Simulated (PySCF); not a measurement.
# Ionisation energy of As⁺ by level of theory

As⁺ [Ar] 3d10 4s2 4p2 (3P) → As²⁺ [Ar] 3d10 4s2 4p1 (2P), as a difference of total energies. Calculation: PySCF 2.14, in aug-cc-pVDZ-DK (6s5p3d, 36 functions); scalar relativity by spin-free X2C-1e. Correlated levels: valence: [Ar] 3d10 frozen. The calculations carry no spin-orbit coupling.

| method | ionisation energy (eV) |
| --- | --- |
| UHF | 17.978 |
| MP2 (valence) | 18.240 |
| SCS-MP2 (valence) | 18.174 |
| CCSD (valence) | 18.269 |
| CCSD(T) (valence) | 18.277 |
| CCSDT (valence) | 18.279 |
| FCI (valence) | 18.280 |

**Question.** How much does correlation contribute at CCSD(T) (valence)?

**Answer.** 18.277 − (17.978) = 0.299 eV, measured against UHF.

A first-order spin-orbit estimate (lowest level to lowest level, LS coupling) adds -0.031 eV.

Errors of the correlated levels include the incompleteness of this basis and the frozen core.

For comparison: 18.589 eV (measured; NIST Atomic Spectra Database, ionization energies).
